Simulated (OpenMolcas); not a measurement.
**What dynamic correlation does to the levels of Re**

* Program: OpenMolcas
* Basis: ANO-RCC-VTZP [8s7p5d3f2g1h]
* Scalar Hamiltonian: DKH2, point nucleus
* Active space: 7 electrons in 6 orbitals (5d 6s)
* State averaging: 2S+1 = 6 even, 6 roots; 2S+1 = 4 even, 59 roots; 2S+1 = 2 even, 53 roots
* Spin-orbit coupling: RASSI with atomic mean-field integrals over the reference wave functions, term energies averaged over their components

Methods on the same reference wave functions:
A. CASSCF
B. SS-CASPT2, IPEA 0.25 Eh, imaginary shift 0.1 Eh (closed shells correlated: 5s 5p)
C. MS-CASPT2, IPEA 0.25 Eh, imaginary shift 0.1 Eh (closed shells correlated: 5s 5p)

Energies in cm⁻¹ above 5d⁵ 6s² ⁶S_5/2, the measured ground level; measured values from NIST Handbook of Basic Atomic Spectroscopic Data.

```json
{"Level": "5d⁵ 6s² ⁶S_5/2", "A": "0.0", "B": "0.0", "C": "0.0", "Measured": "0.0"}
{"Level": "5d⁶ 6s ⁶D_9/2", "A": "7805", "B": "14640", "C": "14930", "Measured": "11755"}
{"Level": "5d⁶ 6s ⁶D_7/2", "A": "10505", "B": "17420", "C": "17630", "Measured": "14217"}
{"Level": "5d⁶ 6s ⁶D_5/2 [67 %]", "A": "11560", "B": "19370", "C": "19420", "Measured": "15770"}
{"Level": "5d⁶ 6s ⁶D_3/2 [71 %]", "A": "12633", "B": "20510", "C": "20490", "Measured": "16328"}
{"Level": "5d⁶ 6s ⁶D_1/2 [54 %]", "A": "13274", "B": "21550", "C": "21280", "Measured": ""}
{"Level": "5d⁵ 6s² ⁴G_5/2 [58 %]", "A": "17002", "B": "17720", "C": "17710", "Measured": ""}
{"Level": "5d⁵ 6s² ⁴G_7/2 [54 %]", "A": "17168", "B": "18270", "C": "18050", "Measured": ""}
{"Level": "5d⁵ 6s² ⁴G_11/2", "A": "17937", "B": "18960", "C": "18880", "Measured": "16307"}
{"Level": "5d⁵ 6s² ⁴P_1/2 [53 %]", "A": "18500", "B": "18410", "C": "18370", "Measured": ""}
{"Level": "5d⁵ 6s² ⁴G_9/2", "A": "18501", "B": "19480", "C": "19290", "Measured": "16619"}
{"Level": "5d⁵ 6s² ⁴D_7/2 [60 %]", "A": "19072", "B": "20120", "C": "20240", "Measured": ""}
{"Level": "5d⁵ 6s² ⁴D_5/2 [57 %]", "A": "22137", "B": "23540", "C": "23490", "Measured": ""}
{"Level": "5d⁵ 6s² ⁴D_1/2 [54 %]", "A": "22180", "B": "23530", "C": "23140", "Measured": ""}
{"Level": "5d⁵ 6s² ²I_11/2 [68 %]", "A": "25643", "B": "27720", "C": "27950", "Measured": ""}
{"Level": "5d⁵ 6s² ²D_3/2 [62 %]", "A": "25741", "B": "27580", "C": "27180", "Measured": ""}
```

Deviations, from unrounded energies. A percentage is the sum of absolute deviations over the sum of measured energies, with the sign that they share, or ± where signs differ.

```csv
Against measurement,Levels,A,B,C
mean absolute deviation (cm-1),6,3200,3200,3300
other terms of the ground configuration (%),2,+10.7,+16.7,+15.9
other configurations (%),4,-26.8,+23.9,+24.8
```

A, B, C lie about equally close to measurement. The largest miss of A in the table is 5d⁶ 6s ⁶D_5/2 [67 %], by -4200 cm-1. The ranking rests on the paired levels alone, and a cruder setting can come out closer through cancelling errors.

Between B and C the level of the table that moves most is 5d⁵ 6s² ²D_3/2 [62 %], by 400 cm-1 (lowest in C, highest in B). Moves below CASPT2's spread within the term are not significant.

The mean deviations of B to C differ by less than CASPT2's widest spread within a term (780 cm-1), so their order carries little weight.

From A to B the spin-free energies of the other terms of 5d⁵ 6s² shown, above ⁶S, scale by factors of 1.06 to 1.11.

The lowest spin-free term lies below A's lowest term by 0.436 hartree in B, 0.436 hartree in C.

CASPT2 breaks the degeneracy within a term, and the mean is taken; among the terms shown or strongly mixed into the levels shown the widest spread is 780 cm-1 (5d⁵ 6s² ⁴G, C). Configurations are named by rounded mean occupations; where the s occupation lies near a half they are strongly mixed, a name can repeat and a true partner stay unpaired. A single d shell beside an s shell can misplace configurations of different d count against each other. Without dynamic correlation excited terms often stand tens of per cent too high (terms of higher spin than the ground term too low), and those without a measured partner can miss by more than the paired ones (holds for A). The CASPT2 spread within a term exceeds the gap to the next term for 5d⁵ 6s² ⁴G and 5d⁵ 6s² ⁴P, so the order of their levels is uncertain, and so are names and mixing where such terms share a J (holds for B; C). Some terms miss by over 15 % even with CASPT2, which points to a basis or an active space too small for the shells correlated (holds for B; C). Some levels mix across a computed gap that differs much from the measured one, so their mixing is not that of the real levels (holds for C). Computed and measured levels are paired by configuration, term and J; levels that our copy of the source lacks, or whose pairing is in doubt (as where it misses far off the trend of its configuration), stay unpaired and out of the deviations. Only configurations of the active space appear. The table leaves out levels that lie high or whose names do not pair safely across all columns.

A share in square brackets marks a mixed level and gives the weight of the term that names it, the lowest over the columns.
